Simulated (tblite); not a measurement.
Record of a relaxation.

Compound: C5H10BF3Si.
SMILES with atom numbers: `[CH3:1][B:2]([CH3:3])[Si:4]1([C:5]([F:6])([F:7])[F:8])[CH2:9][CH2:10]1` (hydrogens: H11, H12, H13 on C1; H14, H15, H16 on C3; H17, H18 on C9; H19, H20 on C10)

Computed with GFN2-xTB (tblite), gas phase: L-BFGS steps from a force-field or distance-geometry start until the largest atomic force falls under 0.01 eV/Å. 8 of its 235 geometries are shown.

Step 0: E = -893.8798 eV, largest atomic force 2.385 eV/Å
```
atom  x, y, z in Å  |  force x, y, z in eV/Å
C1      2.030    1.341   -0.576    0.177  -0.318  -0.422
B2      1.175    0.072   -0.143    0.969   0.641   1.541
C3      1.926   -0.958    0.847   -1.064  -0.047   0.253
Si4    -0.751    0.056   -0.044    2.185  -0.546  -0.781
C5     -1.578    0.537    1.555   -0.196   0.549   0.189
F6     -0.633    0.975    2.439   -1.005  -0.274  -0.015
F7     -2.382    1.631    1.248    0.120  -1.082   1.200
F8     -2.264   -0.511    2.084   -0.035   1.326   0.328
C9     -1.494   -1.362   -1.025    0.033  -1.460   0.014
C10    -1.787    0.018   -1.554   -1.658   1.510  -0.812
H11     1.423    2.266   -0.596    0.584  -0.468  -0.024
H12     2.419    1.169   -1.604   -0.191   0.315   0.568
H13     2.921    1.453    0.080   -0.639   0.162  -0.571
H14     2.652   -1.590    0.315   -0.091   0.373   0.593
H15     1.167   -1.615    1.346    0.833   0.218  -0.473
H16     2.373   -0.370    1.683    0.100  -0.601  -0.854
H17    -0.780   -1.926   -1.662   -0.858   0.131   0.649
H18    -2.314   -1.960   -0.554    0.733   0.548  -0.959
H19    -1.285    0.397   -2.458   -0.754  -0.602   0.304
H20    -2.823    0.388   -1.383    0.758  -0.375  -0.729
```

Step 33: E = -894.8848 eV, largest atomic force 0.129 eV/Å
```
atom  x, y, z in Å  |  force x, y, z in eV/Å
C1      2.120    1.333   -0.533    0.026   0.049  -0.018
B2      1.278    0.180    0.123    0.112   0.012   0.062
C3      2.049   -0.892    0.974    0.036  -0.021   0.048
Si4    -0.642   -0.001   -0.145    0.047   0.042  -0.073
C5     -1.635    0.483    1.485   -0.058  -0.001  -0.010
F6     -0.782    0.891    2.459   -0.026  -0.011  -0.044
F7     -2.498    1.503    1.301    0.009   0.071   0.006
F8     -2.363   -0.511    2.029    0.024  -0.075   0.009
C9     -1.617   -1.340   -1.055   -0.060  -0.014  -0.008
C10    -1.852    0.083   -1.601   -0.042  -0.039   0.007
H11     1.614    2.294   -0.568   -0.084   0.001  -0.055
H12     2.311    1.053   -1.571   -0.013   0.060  -0.012
H13     3.091    1.500   -0.070    0.036  -0.079  -0.009
H14     2.797   -1.377    0.344    0.000  -0.022   0.033
H15     1.438   -1.673    1.421   -0.015  -0.006  -0.026
H16     2.617   -0.424    1.778    0.018   0.021   0.007
H17    -1.112   -2.018   -1.728   -0.012   0.017   0.039
H18    -2.461   -1.810   -0.572   -0.054  -0.025  -0.052
H19    -1.507    0.254   -2.613    0.051   0.019   0.086
H20    -2.848    0.481   -1.460    0.003   0.001   0.011
```

Step 67: E = -894.9178 eV, largest atomic force 0.080 eV/Å
```
atom  x, y, z in Å  |  force x, y, z in eV/Å
C1      2.054    1.242   -0.654    0.012   0.002  -0.001
B2      1.321    0.096    0.133    0.043  -0.044   0.049
C3      2.125   -0.825    1.125   -0.007   0.009   0.046
Si4    -0.598   -0.115   -0.129   -0.061   0.025   0.046
C5     -1.623    0.363    1.483   -0.027   0.021   0.034
F6     -0.783    0.769    2.469   -0.019  -0.019  -0.008
F7     -2.484    1.386    1.297    0.021  -0.007  -0.002
F8     -2.354   -0.638    2.014    0.026  -0.023   0.003
C9     -1.701   -1.291   -1.124   -0.007  -0.060   0.004
C10    -1.767    0.170   -1.593    0.000   0.047  -0.042
H11     1.584    2.203   -0.439   -0.003   0.014   0.006
H12     1.925    1.106   -1.728    0.049   0.011  -0.004
H13     3.117    1.349   -0.448   -0.005  -0.063  -0.030
H14     2.939   -1.337    0.610   -0.019   0.039  -0.018
H15     1.539   -1.584    1.641    0.000   0.045  -0.039
H16     2.615   -0.221    1.892   -0.007   0.013  -0.023
H17    -1.269   -1.990   -1.825    0.011  -0.006   0.021
H18    -2.596   -1.688   -0.665   -0.020   0.004  -0.038
H19    -1.327    0.348   -2.563   -0.029   0.017  -0.051
H20    -2.721    0.670   -1.496    0.042  -0.023   0.047
```

Step 100: E = -894.9764 eV, largest atomic force 0.139 eV/Å
```
atom  x, y, z in Å  |  force x, y, z in eV/Å
C1      2.147    0.961   -0.950   -0.060  -0.050  -0.064
B2      1.317    0.129    0.096   -0.062  -0.015   0.055
C3      2.050   -0.512    1.331   -0.001   0.002   0.028
Si4    -0.603   -0.073   -0.079   -0.014  -0.016  -0.137
C5     -1.675    0.110    1.561    0.007   0.018   0.060
F6     -0.893    0.515    2.592    0.009   0.029   0.004
F7     -2.658    1.030    1.464    0.020  -0.010   0.002
F8     -2.273   -1.020    1.991    0.003  -0.057  -0.040
C9     -1.650   -1.159   -1.249    0.002  -0.075   0.040
C10    -1.786    0.338   -1.508   -0.007   0.048  -0.032
H11     2.268    1.971   -0.546    0.001  -0.071  -0.070
H12     1.661    1.068   -1.918    0.010   0.037   0.031
H13     3.151    0.580   -1.123    0.018   0.033   0.054
H14     2.940   -1.066    1.040    0.046   0.003  -0.001
H15     1.420   -1.178    1.916    0.048   0.008   0.075
H16     2.403    0.270    2.007   -0.028  -0.032  -0.018
H17    -1.176   -1.752   -2.020    0.024   0.107   0.037
H18    -2.527   -1.655   -0.859    0.014   0.017   0.021
H19    -1.364    0.682   -2.441   -0.064   0.032   0.018
H20    -2.757    0.771   -1.308    0.033  -0.009  -0.063
```

Step 134: E = -895.0708 eV, largest atomic force 0.071 eV/Å
```
atom  x, y, z in Å  |  force x, y, z in eV/Å
C1      2.159    0.317   -1.164   -0.012   0.008  -0.018
B2      1.308    0.119    0.147    0.031   0.015  -0.001
C3      2.034    0.134    1.543    0.013   0.037   0.050
Si4    -0.596   -0.097   -0.022    0.015   0.024   0.012
C5     -1.701   -0.317    1.585   -0.009  -0.017   0.018
F6     -1.058    0.157    2.678   -0.002  -0.003   0.028
F7     -2.882    0.334    1.545    0.007  -0.047   0.008
F8     -1.995   -1.606    1.870   -0.007   0.014   0.010
C9     -1.608   -0.850   -1.456   -0.001   0.008   0.020
C10    -1.787    0.651   -1.311   -0.009   0.011  -0.038
H11     2.953    1.055   -1.045   -0.011  -0.070   0.001
H12     1.575    0.593   -2.039    0.019  -0.001   0.004
H13     2.657   -0.624   -1.408    0.016   0.041   0.012
H14     3.087   -0.142    1.501   -0.030   0.008  -0.022
H15     1.554   -0.470    2.310   -0.006  -0.022  -0.036
H16     2.007    1.157    1.929   -0.009  -0.020  -0.028
H17    -1.081   -1.190   -2.336   -0.017   0.031   0.022
H18    -2.474   -1.458   -1.241   -0.006  -0.018   0.003
H19    -1.394    1.265   -2.106    0.016  -0.016  -0.016
H20    -2.763    0.982   -0.984   -0.001   0.016  -0.029
```

Step 167: E = -895.0806 eV, largest atomic force 0.024 eV/Å
```
atom  x, y, z in Å  |  force x, y, z in eV/Å
C1      2.166    0.237   -1.177    0.000  -0.013  -0.006
B2      1.307    0.130    0.139    0.001   0.011  -0.006
C3      2.015    0.216    1.540    0.001   0.003   0.011
Si4    -0.601   -0.072   -0.011   -0.002  -0.004   0.003
C5     -1.686   -0.380    1.598    0.000   0.013   0.007
F6     -1.096    0.149    2.697   -0.007   0.005  -0.008
F7     -2.924    0.150    1.552    0.000  -0.006  -0.008
F8     -1.855   -1.692    1.879    0.013   0.011   0.001
C9     -1.628   -0.797   -1.446    0.005  -0.014   0.002
C10    -1.765    0.708   -1.309    0.003   0.006   0.011
H11     3.022    0.902   -1.079   -0.005  -0.004   0.008
H12     1.603    0.535   -2.058    0.002   0.007  -0.005
H13     2.583   -0.748   -1.398   -0.001   0.003   0.006
H14     3.086    0.027    1.513   -0.008   0.008  -0.002
H15     1.573   -0.433    2.293    0.006  -0.004   0.004
H16     1.887    1.231    1.926    0.005  -0.018   0.001
H17    -1.113   -1.155   -2.325   -0.010   0.011  -0.019
H18    -2.513   -1.377   -1.228   -0.001  -0.016  -0.004
H19    -1.327    1.302   -2.097   -0.002  -0.002  -0.006
H20    -2.736    1.077   -1.013    0.000   0.003   0.011
```

Step 201: E = -895.0991 eV, largest atomic force 0.035 eV/Å
```
atom  x, y, z in Å  |  force x, y, z in eV/Å
C1      2.240    0.264   -1.162   -0.017   0.012  -0.005
B2      1.319    0.126    0.106   -0.006   0.022   0.001
C3      1.949    0.102    1.546    0.005  -0.017   0.018
Si4    -0.591   -0.040   -0.089    0.007   0.006  -0.008
C5     -1.591   -0.296    1.579   -0.012   0.015   0.012
F6     -1.270    0.639    2.507   -0.021  -0.013  -0.021
F7     -2.930   -0.251    1.450    0.021  -0.016   0.023
F8     -1.307   -1.486    2.164   -0.017   0.008   0.005
C9     -1.689   -0.781   -1.460   -0.004   0.005  -0.012
C10    -1.830    0.726   -1.322    0.008   0.009   0.011
H11     3.123    0.875   -0.988   -0.007   0.005  -0.002
H12     1.728    0.645   -2.043    0.023  -0.006  -0.019
H13     2.614   -0.727   -1.425   -0.005  -0.008  -0.007
H14     3.035    0.115    1.572    0.014  -0.002  -0.016
H15     1.612   -0.766    2.113   -0.003  -0.002   0.018
H16     1.603    0.962    2.123   -0.012  -0.004  -0.004
H17    -1.223   -1.133   -2.369    0.002  -0.005   0.002
H18    -2.559   -1.366   -1.196    0.012  -0.007   0.001
H19    -1.451    1.319   -2.142   -0.001  -0.009   0.008
H20    -2.786    1.084   -0.968    0.013   0.005  -0.004
```

Step 234: E = -895.1017 eV, largest atomic force 0.008 eV/Å
```
atom  x, y, z in Å  |  force x, y, z in eV/Å
C1      2.215    0.272   -1.171   -0.001   0.000   0.004
B2      1.315    0.123    0.112   -0.001   0.005  -0.006
C3      1.970    0.065    1.540    0.001  -0.005  -0.006
Si4    -0.596   -0.034   -0.065    0.003   0.003  -0.004
C5     -1.619   -0.281    1.591    0.002   0.000   0.002
F6     -1.422    0.737    2.463    0.000   0.000  -0.001
F7     -2.951   -0.380    1.428   -0.003   0.000  -0.001
F8     -1.239   -1.398    2.258    0.002  -0.002   0.001
C9     -1.672   -0.771   -1.457   -0.002   0.000  -0.002
C10    -1.811    0.737   -1.317    0.003   0.002   0.002
H11     3.082    0.911   -1.012   -0.001  -0.001   0.002
H12     1.690    0.626   -2.055    0.000  -0.003   0.002
H13     2.618   -0.711   -1.422    0.002   0.000  -0.001
H14     3.058    0.097    1.545    0.000   0.000  -0.002
H15     1.660   -0.829    2.082    0.001   0.000   0.008
H16     1.617    0.897    2.152    0.000   0.002   0.003
H17    -1.189   -1.121   -2.357   -0.004  -0.005   0.004
H18    -2.545   -1.356   -1.208    0.001  -0.003  -0.003
H19    -1.414    1.327   -2.129   -0.001   0.007   0.001
H20    -2.771    1.100   -0.981    0.001  -0.003  -0.001
```

Problem. Summarise the path.

Solution. The energy falls by 28.18 kcal/mol from step 0 to step 234; nine tenths of that is first reached at step 101. It rises by more than 0.2 meV at steps 89 and 188. The largest force goes from 2.385 to 0.008 eV/Å. Among the bonds Si4–C5 changes most, from 1.864 to 1.962 Å; the atoms move by 1.357 Å rms after alignment.

What follows is the cost of the whole relaxation. The run took 3.9 s of wall time on an Arm Neoverse N1 with one thread, no GPU, on a shared host.
